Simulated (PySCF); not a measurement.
CH₆OSeSi.

```xyz
10

Si    -0.6818     0.2496    -0.9204
Se     1.2086     0.5161     0.3691
O     -1.9190    -0.5160    -0.1204
C     -1.8359    -1.7954     0.4672
H     -1.1773     1.6082    -1.2368
H     -0.2899    -0.5155    -2.1388
H      1.7607    -0.7941    -0.0265
H     -1.0401    -1.8380     1.2331
H     -2.7975    -2.0211     0.9527
H     -1.6363    -2.5816    -0.2855
```
Charge 0, spin multiplicity 1.

Coordinates come from a B3LYP-D3(BJ)/def2-SVP optimisation. The structure was generated by enumeration, and PubChem lists no compound with its InChIKey, so it may never have been made. The values are those of a single conformer.

Level of theory: PBE/pcSseg-1 in PySCF. Non-relativistic, no solvent.

Task: Give the absolute GIAO shielding of each atom: isotropic value and principal components (ppm). (The exact figures need the calculation; the answer reports its results.)

Result: 
```json
[
 {"atom": "Si1", "σ(iso)": "343.7", "σ11": "252.3", "σ22": "342.4", "σ33": "436.4", "span": "184.1"},
 {"atom": "Se2", "σ(iso)": "2022.5", "σ11": "1822.6", "σ22": "2043.0", "σ33": "2202.1", "span": "379.6"},
 {"atom": "O3", "σ(iso)": "285.5", "σ11": "188.1", "σ22": "313.5", "σ33": "354.8", "span": "166.6"},
 {"atom": "C4", "σ(iso)": "126.4", "σ11": "97.2", "σ22": "104.2", "σ33": "177.7", "span": "80.6"},
 {"atom": "H5", "σ(iso)": "25.7", "σ11": "20.8", "σ22": "24.8", "σ33": "31.5", "span": "10.7"},
 {"atom": "H6", "σ(iso)": "25.3", "σ11": "20.2", "σ22": "24.6", "σ33": "31.2", "span": "11.0"},
 {"atom": "H7", "σ(iso)": "30.3", "σ11": "21.5", "σ22": "25.8", "σ33": "43.7", "span": "22.2"},
 {"atom": "H8", "σ(iso)": "27.3", "σ11": "22.5", "σ22": "27.0", "σ33": "32.3", "span": "9.7"},
 {"atom": "H9", "σ(iso)": "27.4", "σ11": "23.3", "σ22": "25.2", "σ33": "33.7", "span": "10.4"},
 {"atom": "H10", "σ(iso)": "27.8", "σ11": "24.4", "σ22": "25.1", "σ33": "34.1", "span": "9.7"}
]
```
